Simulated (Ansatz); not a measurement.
Geometry optimisation, RHF/def2-SVP (Ansatz 0.2.0).

Input file:

```yaml
crystal:
  periodic: [false, false, false]
  atoms:
    - { symbol: Hf, position_ang: [-0.133508, 0.055414, -0.062182] }
    - { symbol: O, position_ang: [-0.605279, -0.262992, 1.862284] }
    - { symbol: Si, position_ang: [-1.356995, -0.261667, 3.339889] }
    - { symbol: H, position_ang: [-2.59925, -1.058064, 3.251856] }
    - { symbol: H, position_ang: [-0.448542, -0.862482, 4.337256] }
    - { symbol: H, position_ang: [-1.683667, 1.126362, 3.729094] }
    - { symbol: Cl, position_ang: [2.133803, 0.691951, -0.376044] }
    - { symbol: Cl, position_ang: [-1.425741, 1.911669, -0.728551] }
    - { symbol: Cl, position_ang: [-0.79961, -1.739477, -1.463445] }
    - { symbol: "N", position_ang: [1.515563, -2.537952, 1.41088] }
    - { symbol: H, position_ang: [1.049266, -3.061762, 0.69184] }
    - { symbol: H, position_ang: [2.337922, -2.073043, 1.069733] }
    - { symbol: H, position_ang: [0.882038, -1.906057, 1.91289] }
basis:
  gaussian: { orbitals: def2-SVP }
hamiltonian:
  xc: hf
relax:
  f_tol: 0.03
  max_steps: 50
output:
  orbitals: {}
```

Launched with:

```bash
$ ansatz run input.yaml --threads 4 --pin off --max-ram 5120MiB --backend cpu --events-out ev --progress --plain --runs-dir out
```

Task: Where does it end, and by what steps?

Result: The run converged. The force dipped under the threshold on the way, but the program's further checks kept it going. After 22 steps the energy has fallen by 0.185 eV; H13 moved furthest, 0.69 Å.

| step | energy less start (eV) | largest force component (eV/Å) | accepted |
| --- | --- | --- | --- |
| 0 | 0.0000 | 1.857 | yes |
| 1 | -0.1232 | 0.491 | yes |
| 2 | -0.1435 | 0.635 | yes |
| 3 | -0.1546 | 0.496 | yes |
| 4 | -0.1692 | 0.128 | yes |
| 5 | -0.1748 | 0.217 | yes |
| 6 | -0.1775 | 0.204 | yes |
| 7 | -0.1813 | 0.118 | yes |
| 8 | -0.1816 | 0.171 | yes |
| 9 | -0.1827 | 0.065 | yes |
| 10 | -0.1830 | 0.037 | yes |
| 11 | -0.1832 | 0.032 | yes |
| 12 | -0.1833 | 0.032 | yes |
| 13 | -0.1835 | 0.028 | yes |
| 14 | -0.1836 | 0.020 | yes |
| 15 | -0.1837 | 0.031 | yes |
| 16 | -0.1838 | 0.036 | yes |
| 17 | -0.1840 | 0.043 | yes |
| 18 | -0.1841 | 0.046 | yes |
| 19 | -0.1843 | 0.034 | yes |
| 20 | -0.1845 | 0.017 | yes |
| 21 | -0.1846 | 0.033 | yes |
| 22 | -0.1846 | 0.020 | yes |

```xyz
13
Properties=species:S:1:pos:R:3
Hf -0.357 0.233 -0.101
O -0.889 -0.027 1.719
Si -1.429 -0.172 3.289
H -2.830 -0.639 3.273
H -0.575 -1.153 3.992
H -1.337 1.145 3.951
Cl 1.944 0.824 -0.185
Cl -1.652 2.018 -0.966
Cl -0.807 -1.738 -1.352
N 1.836 -2.808 1.431
H 1.282 -3.133 0.660
H 2.446 -2.076 1.116
H 1.232 -2.452 2.149
```

Whether the end is a true minimum wasn't checked by a vibrational analysis.

Time of the run: 39 s on 4 threads of Intel(R) Xeon(R) 6975P-C (Granite Rapids) (shared host), peak memory 0.55 GiB.
